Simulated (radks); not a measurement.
Q: Species: the erbium ion Er46+. Configuration: [Ar] 3d4. All-electron calculation, scalar-relativistic Kohn-Sham, BLYP, spin-polarised, spherical densities, finite nucleus; open shells are filled with parallel spins first (spin-orbit coupling, left out, can overturn this in heavy ions); Fermi nuclear charge, rms radius 5.2516 fm. Program: a radial shooting solver on a logarithmic mesh with Libxc functionals. Some entries of the table are withheld. Estimate them.

orbital  occ.  eigenvalue (hartree)  r(max) (bohr)
1s up       1             -2208.908        0.01286
1s down     1             -2208.899        0.01286
2s up       1             -452.7951        0.07307
2s down     1             -452.1080        0.07301
2p up       3             -412.3742        0.05939
2p down     3             -411.8372        0.05933
3s up       1             -166.7648         0.2007
3s down     1             -166.0018         0.2009
3p up       3             -154.5114         0.1959
3p down     3             -153.7293         0.1962
3d up       4             -141.1653         0.1569
3d down     0             -140.1810         0.1573
4s up       0             -85.17620         0.4124
4s down     0             -84.89853         0.4135
4p up       0             -80.33558            (1)
4p down     0             -80.06144            (2)

A: 
(1) 4p up r(max) (bohr): 0.4176
(2) 4p down r(max) (bohr): 0.4189
